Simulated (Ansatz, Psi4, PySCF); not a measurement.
osmium atom (Os), quintet (core potentials on Os). Base run: PySCF with BHANDHLYP/def2-TZVP.

The PySCF input:
```python
from pyscf import gto, scf, dft

mol = gto.M(
    atom='''
Os    0.000000    0.000000    0.000000
''',
    basis='def2-tzvp',
    ecp={'Os': 'def2-tzvp'},
    charge=0,
    spin=4,
    verbose=3,
)

mf = dft.UKS(mol)
mf.xc = 'bhandhlyp'
mf.kernel()
```

The same geometry, method and basis name were run in Ansatz (an electronic-structure program) and Psi4 and PySCF, at each program's defaults and at the settings that a row names. The base is PySCF at its defaults. Differences at the defaults can come from grids, fitting, cores and function types together. The rows with settings made alike still differ; the cause (another SCF solution, basis table, core potential or functional code) wasn't traced.

```
code and settings                                                                             ΔE vs base (mEh)  basis functions     E (Eh)  SCF cycles
--------------------------------------------------------------------------------------------  ----------------  ---------------  ---------  ----------
PySCF, defaults (exact integrals, its default grid, spherical functions)                                 0.000               40  -90.41505          36
Psi4, defaults (density fitting with its default set, its default grid, spherical functions)            32.458               40  -90.38259          16
Ansatz, defaults (factorised integrals, its default grid, spherical functions)                         -19.598               40  -90.43465           -
PySCF, density fitting with def2-universal-jkfit                                                         0.000               40  -90.41505          20
PySCF, fine grid                                                                                        -0.001               40  -90.41505          30
Psi4, exact integrals, spherical functions, fine grid                                                   32.455               40  -90.38260          18
Ansatz, high accuracy                                                                                  -19.598               40  -90.43465           -
```

Open shells are given as the SCF converged; they aren't shown to be the lowest states, and a large step between rows can be another state.
